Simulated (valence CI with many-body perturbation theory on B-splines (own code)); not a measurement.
**Run record, Ti VIII**

Calculated by valence CI with perturbative core correlation (CI+MBPT): five valence electrons over a frozen Dirac-Fock core [Ne], radial functions for each j: 9 s, 9 p, 8 d, 6 f, 3 g, 1 h, with the one-electron correlation potential Σ1 (screened to all orders), the two-electron term Σ2, the three-electron term Σ3, Breit, model QED; selected single and double excitations, second order for the rest, scaled by the run's own slope (own B-spline code, finite nucleus).

Command, and the settings that its task file holds:

```sh
python run_cv.py task.json out
```

```
atom Ti  Z=22  mass_number=48  rms_radius_fm=3.5921
core [Ne]
valence 3s2 3p3
avg = 1
basis = M
breit = 1
cap = 40000
capref = 1200
cscale = 1
de = 0.0
dress = 0
eps = 2e-08
extrap = 1
h = 0.27
hh = 1
l2 = 3
lcore = 6
maxit = 60
n2 = 5
natural = 1
nlev = 45
nno = [5, 5, 5, 4, 2, 1]
nroot = 26
nsp = [4, 4, 3, 2, 1, 0]
pt2 = 1
qed = 1
rpa = 1
s1 = 1
s2 = 1
s3 = 1
screen = 1
tol = 2e-05
whole = 1
```

Problem. Roughly how long does this run take on one core of Intel(R) Xeon(R) Processor @ 2.30GHz, and how much memory?

Solution. 6.1 min on 1 thread of Intel(R) Xeon(R) Processor @ 2.30GHz, with other jobs on the host, peak memory 1.3 GiB.

Log. The first blocks belong to the next ion, which gives the ionisation energy. Fields: 2J, parity (1 odd), roots, reference size, generating configurations, candidates as configurations/state functions, variational space P, stored matrix elements, Davidson steps; e2 is the range of second-order energies in hartree. The first line gives the box (bohr), its intervals, the orbitals and the steps of their self-consistent field. Window is the range of levels sought, series limit the energy at which the first omitted orbital would enter, core excitation an estimate of the first excitation out of the core, left out the lowest levels not solved, and shifts from estimates the range by which levels moved from their first estimate, all in cm⁻¹.

```
rmax 14.3 intervals 64 orbitals 63 references ['3s2 3p3', '3s 3p4', '3s2 3p2 3d', '3p5', '3s 3p3 3d'] scf 7 t 1.2
2J=0 par=0 roots 2 ref 27 generators 12 cand 2800/4051 P 2823/4078 nnz 1.6e+06 it 9
2J=0 par=0 roots 2 ref 27 generators 21 cand 3117/5127 P 5940/9205 nnz 4.8e+06 it 8
   second order: generators 56 cand 42457/85864 e2 -0.00008 -0.00007
2J=2 par=0 roots 2 ref 45 generators 14 cand 1391/3954 P 1414/3999 nnz 2.1e+06 it 8
2J=2 par=0 roots 2 ref 45 generators 34 cand 4328/15994 P 5742/19993 nnz 2.8e+07 it 9
   second order: generators 66 cand 49366/230658 e2 -0.00027 -0.00012
2J=4 par=0 roots 2 ref 63 generators 12 cand 1392/3911 P 1422/3974 nnz 2.3e+06 it 6
2J=4 par=0 roots 2 ref 63 generators 26 cand 3728/15783 P 5150/19757 nnz 3e+07 it 6
   second order: generators 54 cand 44308/285236 e2 -0.00020 -0.00015
reference levels 588, estimated 107, window 442161 1/cm; series limit 1144703, core excitation 3628331
2J=3 par=1 roots 6 ref 62 generators 26 cand 1303/5437 P 1874/7935 nnz 6.4e+06 it 8
2J=3 par=1 roots 6 ref 62 generators 41 cand 5086/32049 P 6960/39984 nnz 9.6e+07 it 10
   second order: generators 98 cand 119318/1727537 e2 -0.00274 -0.00048
2J=5 par=1 roots 3 ref 56 generators 19 cand 1138/5594 P 1630/8000 nnz 7.1e+06 it 6
2J=5 par=1 roots 3 ref 56 generators 32 cand 4398/31019 P 6028/39019 nnz 9.7e+07 it 12
   second order: generators 81 cand 115313/2137205 e2 -0.00332 -0.00095
2J=1 par=1 roots 4 ref 39 generators 23 cand 1693/5442 P 2478/7973 nnz 5.3e+06 it 8
2J=1 par=1 roots 4 ref 39 generators 36 cand 7099/31936 P 9577/39909 nnz 8.2e+07 it 9
   second order: generators 88 cand 114262/989376 e2 -0.00095 -0.00036
2J=5 par=0 roots 10 ref 95 generators 24 cand 1218/5385 P 1839/7971 nnz 5.9e+06 it 9
2J=5 par=0 roots 10 ref 95 generators 47 cand 4343/32000 P 6182/39971 nnz 1e+08 it 11
   second order: generators 132 cand 139659/2678164 e2 -0.00331 -0.00160
2J=3 par=0 roots 11 ref 98 generators 24 cand 1268/5454 P 1981/7993 nnz 5.6e+06 it 9
2J=3 par=0 roots 11 ref 98 generators 59 cand 4858/31858 P 6839/39851 nnz 9.5e+07 it 10
   second order: generators 136 cand 147459/2350408 e2 -0.00277 -0.00101
2J=1 par=0 roots 8 ref 66 generators 21 cand 1731/5444 P 2708/7996 nnz 5.1e+06 it 8
2J=1 par=0 roots 8 ref 66 generators 54 cand 6922/31881 P 9630/39877 nnz 8.3e+07 it 9
   second order: generators 123 cand 130928/1164524 e2 -0.00107 -0.00030
2J=7 par=0 roots 5 ref 62 generators 16 cand 1297/5217 P 1947/7771 nnz 5.6e+06 it 9
2J=7 par=0 roots 5 ref 62 generators 43 cand 3697/31947 P 5644/39718 nnz 1.1e+08 it 11
   second order: generators 114 cand 137820/2905056 e2 -0.00270 -0.00204
2J=9 par=0 roots 2 ref 34 generators 9 cand 1343/5712 P 2202/8359 nnz 6.2e+06 it 6
2J=9 par=0 roots 2 ref 34 generators 24 cand 3905/31566 P 6107/39925 nnz 1.1e+08 it 7
   second order: generators 65 cand 91675/1842038 e2 -0.00153 -0.00129
2J=7 par=1 roots 2 ref 38 generators 15 cand 829/5368 P 1336/7895 nnz 6.8e+06 it 6
2J=7 par=1 roots 2 ref 38 generators 29 cand 3910/31579 P 5246/39474 nnz 1e+08 it 11
   second order: generators 60 cand 96716/2077386 e2 -0.00255 -0.00094
2J=9 par=1 roots 2 ref 17 generators 16 cand 949/5484 P 1552/7993 nnz 7.1e+06 it 5
2J=9 par=1 roots 2 ref 17 generators 24 cand 4230/30837 P 5782/38830 nnz 1e+08 it 6
   second order: generators 49 cand 80772/1653290 e2 -0.00231 -0.00068
left out: unestimated 627967, estimated 489956, shifts from estimates -189 to 246
operators 0.9
```

The Davidson iterations converged.

Against 6 measured levels this calculation errs by 127 cm⁻¹ on average and by 215 at most. These come from a selection out of Corliss and Sugar, J. Phys. Chem. Ref. Data 8, 1 (1979). Levels without a partner in it may be off by more. Among the levels kept, up to 730 cm⁻¹ of a level comes from second order outside the variational space, and about a tenth of that is noise between levels of different J, which matters for small intervals.

```
Valence energy                            : -41.69089 hartree
Ionisation energy                         : 168.62 eV (NIST: 170.5 ± 0.4 eV (semi-empirical))
Reference configurations for the orbitals : 3s2 3p3, 3s 3p4, 3s2 3p2 3d, 3p5, 3s 3p3 3d
Radial orbitals                           : 63
Box radius                                : 14.33 bohr
Largest variational space                 : 39984
Lowest levels                             : 3s2 3p3 4S°_3/2 0, 3s2 3p3 2D°_3/2 32417, 3s2 3p3 2D°_5/2 33484, 3s2 3p3 2P°_1/2 54507, 3s2 3p3 2P°_3/2 55947, 3s 3p4 4P_5/2 194430, 3s 3p4 4P_3/2 198050, 3s 3p4 4P_1/2 199910, 3s 3p4 2D_3/2 241090, 3s 3p4 2D_5/2 241550, 3s2 3p2 3d 2P_3/2 [a] 278120, 3s2 3p2 3d 2P_1/2 [a] 281240, 3s 3p4 2S_1/2 290630, 3s2 3p2 3d 4F_3/2 307430 cm⁻¹
```

Names give the largest LS component (configuration and term), which can be under half, so a name can repeat, a term be missing and a line seem to break the LS rules; names also repeat where a configuration has a term twice. Letters in brackets count levels of one name in rising energy.
